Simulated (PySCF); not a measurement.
A structure optimised at PBE0-D3(BJ)/def2-SVP, used in a PySCF frequency run:

```xyz
9

Mo    -0.2460     0.2476     0.0000
N     -0.3172    -1.4492     0.0000
C      0.1689    -2.7773     0.0000
H     -0.1860    -3.3149    -0.8944
H      1.2747    -2.7713     0.0000
H     -0.1860    -3.3149     0.8944
S      1.8179     0.6795     0.0000
F     -1.0250     0.8298     1.5723
F     -1.0250     0.8298    -1.5723
```

### Question
Write its SMILES, formula and point group.

### Answer
C[N]=[Mo]([F])([F])=[S], CH3F2MoNS, Cs

### Question
What are its rotational constants (standard atomic weights)?

### Answer
2.0174, 1.7227, 1.4326 GHz
